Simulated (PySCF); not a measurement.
Compound: C5H7GeNO.
InChI=1S/C5H7GeNO/c6-8-5-3-1-2-4-7-5/h1-4H,6H3

Torsions of this conformer, `[GeH3:1][O:2][c:3]1[cH:4][cH:5][cH:6][cH:7][n:8]1`: Ge1–O2–C3–C4 180°.

The closed-shell ground state was solved at several levels (PySCF, density fitting, gas phase). The structure is a single GFN2-xTB conformer in the gas phase; no vibrational or solvent corrections. Relativistic effects, spin–orbit coupling among them, are left out although an element past zinc is present.

```tsv
level	basis functions	HOMO (eV)	LUMO (eV)	gap (eV)	dipole (D)
PBE0/pcSseg-1	195	-6.89	-0.83	6.06	1.52
B3LYP/pcJ-1 (pcSseg-1 on Ge)	300	-6.66	-1.00	5.66	1.55
```

(1) What might PBE0/def2-SVPD (237 basis functions) give for the same quantities?

(2) Over all these levels, which gives the widest orbital gap and which the narrowest?

(3) How far do the dipole and the HOMO energy spread over the levels?

Results:

(1) HOMO -6.88 eV, LUMO -0.86 eV, gap 6.02 eV, dipole 1.45 D.

(2) PBE0/pcSseg-1 (global hybrid, 25 % exact exchange) has the widest, 6.06 eV, and B3LYP/pcJ-1 (pcSseg-1 on Ge) (global hybrid, 20 % exact exchange) the narrowest, 5.66 eV. Functional and basis both differ between the two, so the spread mixes both effects.

(3) The dipole runs from 1.45 to 1.55 D (mean 1.51 D) and the HOMO from -6.89 to -6.66 eV.
